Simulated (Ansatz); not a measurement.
Geometry optimisation, RKS r2SCAN-D4/def2-SVP in Ansatz.

Input file:

```yaml
crystal:
  periodic: [false, false, false]
  atoms:
    - { symbol: "N", position_ang: [-0.1413, -1.9781, 0.765] }
    - { symbol: C, position_ang: [-0.1986, -0.5059, 0.5818] }
    - { symbol: F, position_ang: [0.7577, -0.036, 1.373] }
    - { symbol: O, position_ang: [0.2229, -0.1901, -0.744] }
    - { symbol: Si, position_ang: [0.0481, 1.385, -1.193] }
    - { symbol: F, position_ang: [-1.3524, 1.9799, -0.642] }
    - { symbol: H, position_ang: [0.722, -2.2434, 0.3659] }
    - { symbol: H, position_ang: [-0.0777, -2.0832, 1.7465] }
    - { symbol: H, position_ang: [-1.1549, -0.0688, 0.9414] }
    - { symbol: H, position_ang: [1.1562, 2.1666, -0.5432] }
    - { symbol: H, position_ang: [0.0833, 1.5169, -2.6309] }
basis:
  gaussian: { orbitals: def2-SVP }
hamiltonian:
  xc: r2scan
  dispersion: d4
relax:
  f_tol: 0.015
  max_steps: 40
```

Run as:

```bash
$ ansatz run input.yaml --threads 2 --pin off --max-ram 3072MiB --backend cpu --events-out ev --progress --plain --runs-dir out
```

Where does it end, and by what steps?

The run converged. After 13 steps the energy has fallen by 0.582 eV; F6 moved furthest, 0.49 Å.

| step | energy less start (eV) | largest force component (eV/Å) | accepted |
| --- | --- | --- | --- |
| 0 | 0.0000 | 3.146 | yes |
| 1 | -0.4185 | 1.734 | yes |
| 2 | -0.5149 | 0.739 | yes |
| 3 | -0.4998 | 0.792 | no |
| 4 | -0.5480 | 0.216 | yes |
| 5 | -0.5587 | 0.148 | yes |
| 6 | -0.5653 | 0.115 | yes |
| 7 | -0.5707 | 0.157 | yes |
| 8 | -0.5755 | 0.235 | yes |
| 9 | -0.5784 | 0.220 | yes |
| 10 | -0.5794 | 0.160 | yes |
| 11 | -0.5817 | 0.049 | yes |
| 12 | -0.5818 | 0.051 | yes |
| 13 | -0.5821 | 0.014 | yes |

```xyz
11
Properties=species:S:1:pos:R:3
N 0.063 -1.921 0.720
C -0.333 -0.587 0.596
F 0.442 0.299 1.397
O -0.173 -0.174 -0.710
Si 0.107 1.408 -1.160
F -1.048 2.347 -0.518
H 1.023 -2.050 0.402
H -0.035 -2.254 1.676
H -1.369 -0.445 0.952
H 1.420 1.918 -0.703
H -0.032 1.402 -2.633
```

Whether the end is a true minimum wasn't checked by a vibrational analysis.

Run time: 38 s on 2 threads of Intel(R) Xeon(R) Platinum 8488C (Sapphire Rapids) (shared host), peak memory 0.22 GiB.
